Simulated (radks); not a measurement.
Results of a calculation; reference values are marked as such.
Numerical settings for the caesium ion Cs3+, [Kr] 4d10 5s2 5p4. Code: a radial shooting solver on a logarithmic mesh with Libxc functionals. Model: Dirac Kohn-Sham, PBEsol, spin-unpolarised, spherical densities, finite nucleus; open shells are shared between the two j in proportion to 2j + 1; Fermi nuclear charge, rms radius 4.8041 fm. The defaults (mesh step 0.008 in ln r, mesh end at 40 bohr or more with all orbitals vanishing there, Anderson mixing 0.5 over 9 steps, residual threshold near 1e-9 with the energy settled to 1e-9 hartree or 1e-11 of itself, here a cap of 55 iterations) give E = -7784.5837 hartree and 5p3/2 at -38.965 eV in 14 iterations. Times are rough (one thread of a shared host). Changes against that run (0 stands for a change within the tolerance of the run):

setting	iterations	converged	E (mhartree)	e(5p3/2) (meV)	CPU (s)
mesh step in ln r 0.05	14	yes	+0.0143	-0.024	0.03
mesh step in ln r 0.02	14	yes	+0.000333	0	0.05
mesh step in ln r 0.12	2	no	diverged	-	0.01
mesh end (bohr) 400	14	yes	0	0	0.11
mesh end (bohr) 12	14	yes	0	0	0.11
residual threshold 1e-16	55	no	0	0	0.24
residual threshold 1e-05	10	yes	0	+0.0383	0.09
mixing 0.01	19	yes	0	0	0.14
linear mixing, mixing 0.5	30	yes	0	0	0.19
linear mixing, mixing 0.2	55	no	0	-0.0196	0.34
mixing history 20	19	yes	0	0	0.14
iteration cap 8	8	no	0	-0.48	0.07

No run marked as converged misses the energy by more than 1 mhartree. A mesh that ends early acts as a hard wall.
